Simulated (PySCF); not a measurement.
C2HF5S.
Bonds: C1–C2 (triple), C2–S3, S3–F4, S3–F5, S3–F6, S3–F7, S3–F8. Hydrogens: H9 on C1.

The calculation used PBE0-D3(BJ)/def2-TZVP geometry optimisation, gas phase in PySCF.

**Question.** How far are the bound atoms from S3?

**Answer.** 6 atoms: F8 1.576 Å, F7 1.580 Å, F5 1.581 Å, F4 1.581 Å, F6 1.581 Å, C2 1.726 Å. The nearest atom not counted as bound is C1, at 2.92 Å.

**Question.** List the angles at S3.

**Answer.** 
```csv
angle,degrees,distance of the outer atoms (Å)
C2–S3–F8,180.0,3.30
F4–S3–F7,177.8,3.16
F5–S3–F6,177.7,3.16
C2–S3–F6,91.1,2.36
C2–S3–F4,91.1,2.36
C2–S3–F5,91.1,2.36
C2–S3–F7,91.1,2.36
F4–S3–F6,90.0,2.24
F6–S3–F7,90.0,2.23
F4–S3–F5,90.0,2.23
F5–S3–F7,90.0,2.23
F7–S3–F8,88.9,2.21
F5–S3–F8,88.9,2.21
F4–S3–F8,88.9,2.21
F6–S3–F8,88.9,2.21
```

**Question.** What is the shape at S3?

**Answer.** Octahedral: the three widest angles are 180.0°, 177.8° and 177.7°, the others run from 88.9° to 91.1°.

**Question.** What are the other bond lengths?

**Answer.** C1≡C2 1.195 Å; C1–H9 1.066 Å.

**Question.** Give some angles away from the centre.

**Answer.** C1–C2–S3 179.8°.

**Question.** What are the rotational constants (commonest isotopes, rigid rotor)?

**Answer.** A = 2663, B = 1734, C = 1734 MHz: a prolate symmetric top.

Point group: C4v (tolerance 0.08 Å). Charge 0, singlet. Geometry: PBE0-D3(BJ)/def2-TZVP; no solvent, vibrations or thermal averaging. No PBE0-D3(BJ)/def2-TZVP frequencies stand behind this structure, so it isn't proved a minimum.

Time: 2.6 min wall, 6.8 min CPU; peak memory 1.3 GiB. Hardware: 2 threads, AMD EPYC 9R45 (x86_64) (shared host). These figures are those of the optimisation.
